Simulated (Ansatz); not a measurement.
Isolated molecules relaxed with PBE0-D4/def2-TZVP in Ansatz; ΔE leaves out vibrations. CCSD(T)/CBS is the MP2 limit (def2-TZVPP, def2-QZVPP) plus CCSD(T) − MP2 in def2-TZVPP, frozen cores. This one scheme is used for every species. DFT in def2-TZVPP. HSE06 is defined as in plane-wave codes. Each species was taken in one conformer, which may not be the lowest.

`C=C[SiH2]CN` + H–F → `NC[SiH2]F` + ethylene  (ligand exchange at the Si–C bond)

```
   level  ΔE (kJ/mol)
PBE-QIDH       -136.3
   HSE06       -134.1
```

(1) What does CCSD(T)/CBS give? (Best estimate.)

Largest T1 diagnostic among the species: 0.011.

Answers

(1) The calculation gave: -136.7 kJ/mol. The listed levels differ from it by 0.4, 2.6 kJ/mol.

In def2-TZVPP, CCSD(T) changes the Hartree–Fock value by +30.8 kJ/mol (the triples alone add +5.1 kJ/mol) and MP2 by +32.1 kJ/mol. Leaving LDA and LC-ωPBE aside and taking each functional with its dispersion term where it has one, the values, not all of them listed here, spread over 29.6 kJ/mol, from BHLYP-D4 to revPBE-D4. LDA lies +5.0 kJ/mol from PBE without D4. From PBE to PBE0 (25 % exact exchange), in def2-TZVPP and without D4, ΔE moves by −3.7 kJ/mol.
